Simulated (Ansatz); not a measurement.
`C[SiH2][Al]1[CH2][SiH2]1` + `NCF` → `[CH2]1[AlH][SiH2]1` + `C[SiH2]C(N)F`  (formal exchange of groups at the Al–Si bond)

Program: Ansatz. Geometries: PBE0-D4/def2-TZVP. ΔE: electronic, gas phase. CBS: MP2 limit from def2 TZ/QZ plus the TZ coupled-cluster correction, frozen cores. DFT in def2-TZVPP. B3LYP here is the variant with VWN-RPA as its local correlation; programs differ in this. Each species was taken in one conformer, which may not be the lowest.

```json
{"level": "B3LYP-D4", "ΔE (kJ/mol)": "35.2"}
{"level": "PBE0", "ΔE (kJ/mol)": "49.0"}
{"level": "HF/def2-TZVPP", "ΔE (kJ/mol)": "38.1"}
{"level": "MP2/def2-TZVPP", "ΔE (kJ/mol)": "35.4"}
{"level": "SCS-MP2/def2-TZVPP", "ΔE (kJ/mol)": "34.8"}
{"level": "CCSD(T)/def2-TZVPP", "ΔE (kJ/mol)": "39.8"}
{"level": "HF/def2-QZVPP", "ΔE (kJ/mol)": "37.4"}
{"level": "MP2/CBS(def2)", "ΔE (kJ/mol)": "32.5"}
```

Problem. What does CCSD(T)/CBS give? (Best estimate.)

Solution. Ansatz gave: +36.9 kJ/mol. The listed levels differ from it by -1.7, 12.1, 1.2, -1.5, -2.1, 2.9, 0.5, -4.4 kJ/mol.

Largest T1 diagnostic among the species: 0.013.

The D4 term adds −5.1 kJ/mol with B3LYP and −2.5 kJ/mol with PBE0; it sums over pairs of atoms, weighted by their polarisabilities, and B3LYP, whose exchange is more repulsive, gets the larger term.
